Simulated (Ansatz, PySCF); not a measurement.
Noncovalent pair: C2H4 (SMILES C=C) (first 6 atoms) with H4OSi (SMILES O[SiH3]); geometry from B3LYP-D3(BJ)/def2-TZVP, rigid monomers moved along the line of their centres of mass till C2···H9 is 3.32 Å.
(charge 0, multiplicity 1):
```xyz
12

C      0.6359     0.5771     0.2490
C     -0.0404    -0.5603     0.1469
H      0.1645     1.4910     0.5903
H      1.6860     0.6407    -0.0089
H      0.4294    -1.4733    -0.1983
H     -1.0918    -0.6222     0.4008
O      0.5416    -0.5082     4.3621
Si    -0.7732     0.2293     5.0274
H      0.6181    -0.4678     3.4003
H     -0.8043     1.6833     4.7230
H     -0.6720     0.0309     6.4872
H     -2.0453    -0.3568     4.5316
```

Counterpoise-corrected where a basis set is named; no monomer relaxation.

Frozen-core correlation.

Programs: Ansatz (a first-principles code) with Gaussian orbitals; PySCF for the dispersion terms. 

PBE/def2-TZVPPD gives -1.53 kcal/mol for the interaction energy.

### Question
Predict the shift from PBE, with its sign, for: PBE-D3(BJ)/def2-TZVPPD, r2SCAN/def2-TZVPPD, B3LYP/def2-TZVPPD, wB97M-V/def2-TZVPPD, MP2/aug-cc-pV(D+d)Z, CCSD(T)/aug-cc-pV(D+d)Z.

### Answer
PBE-D3(BJ)/def2-TZVPPD -0.58; r2SCAN/def2-TZVPPD -0.07; B3LYP/def2-TZVPPD 0.39; wB97M-V/def2-TZVPPD -0.30; MP2/aug-cc-pV(D+d)Z -0.24; CCSD(T)/aug-cc-pV(D+d)Z -0.17 kcal/mol. 1 of 6 lie above PBE; the widest gap is to PBE-D3(BJ)/def2-TZVPPD.
